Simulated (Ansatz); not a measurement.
System: CI$_{2}$ (charge +1, doublet). 
Structure (B3LYP-D3(BJ)/def2-TZVP (Ansatz, a quantum-chemistry and plane-wave program) minimum search):
```xyz
3

C      0.0290    -0.0153     0.6204
I      1.0058     1.5398    -0.0443
I     -1.0091    -1.5381    -0.0259
```
Charge +1, spin multiplicity 2.

Basis-set convergence of Hartree-Fock and CCSD correlation energies (hartree) with Ansatz. Valence correlation only, unless marked. UHF or UKS for open shells. No spin-orbit coupling. Frozen are the shells of the preceding noble gas and the d and f shells that filled before the atom's block. In def2 rows, elements after Kr have scalar-relativistic effective core potentials.

```
basis        functions       E(HF)  E(corr, CCSD)
-----------  ---------  ----------  -------------
def2-SVPD           90  -630.73312       -0.34206
def2-TZVPPD        155         [?]            [?]
```

Task: What belongs in the gaps?

Result: 
- def2-TZVPPD, E(HF): -630.80489
- def2-TZVPPD, E(corr, CCSD): -0.43088
